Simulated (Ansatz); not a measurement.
Geometry optimisation, Ansatz 0.2.0, RKS B3LYP-D4/def2-SVP.

The input (input.yaml):

```yaml
crystal:
  periodic: [false, false, false]
  atoms:
    - { symbol: F, position_ang: [1.3341, -1.8164, -0.3292] }
    - { symbol: C, position_ang: [0.9794, -0.4328, -0.2014] }
    - { symbol: O, position_ang: [0.3842, 0.0712, -1.3876] }
    - { symbol: B, position_ang: [-0.8191, 0.6047, -0.8762] }
    - { symbol: Cl, position_ang: [-1.846, 2.1129, -1.2827] }
    - { symbol: Si, position_ang: [-0.4488, -0.1746, 0.8586] }
    - { symbol: H, position_ang: [1.8914, 0.1717, 0.1155] }
    - { symbol: H, position_ang: [-1.154, -1.4115, 1.129] }
    - { symbol: H, position_ang: [-0.2327, 0.8285, 1.957] }
basis:
  gaussian: { orbitals: def2-SVP }
hamiltonian:
  xc: b3lyp
  dispersion: d4
relax:
  f_tol: 0.02
  max_steps: 50
output:
  orbitals: {}
```

Command:

```bash
$ ansatz run input.yaml --threads 2 --pin off --max-ram 3072MiB --backend cpu --events-out ev --progress --plain --runs-dir out
```

Problem. Where does it end, and by what steps?

Solution. It converged. After 10 steps the energy has fallen by 1.052 eV; Cl5 moved furthest, 0.55 Å.

| step | energy less start (eV) | largest force component (eV/Å) | accepted |
| --- | --- | --- | --- |
| 0 | 0.0000 | 2.841 | yes |
| 1 | -0.6762 | 2.205 | yes |
| 2 | -0.9906 | 0.705 | yes |
| 3 | -0.9946 | 1.131 | yes |
| 4 | -1.0339 | 0.798 | yes |
| 5 | -1.0279 | 0.548 | no |
| 6 | -1.0514 | 0.075 | yes |
| 7 | -1.0518 | 0.029 | yes |
| 8 | -1.0520 | 0.044 | yes |
| 9 | -1.0522 | 0.026 | yes |
| 10 | -1.0523 | 0.009 | yes |

```xyz
9
Properties=species:S:1:pos:R:3
F 1.192 -1.692 -0.640
C 1.021 -0.415 -0.194
O 0.439 0.371 -1.263
B -0.773 0.775 -0.789
Cl -1.842 1.793 -1.725
Si -0.509 -0.142 0.993
H 2.013 0.007 0.039
H -1.225 -1.399 1.342
H -0.227 0.655 2.221
```

Time of the run: 54 s on 2 threads of Intel(R) Xeon(R) Platinum 8259CL CPU @ 2.50GHz (Skylake/Cascade Lake) (shared host), peak memory 0.27 GiB.
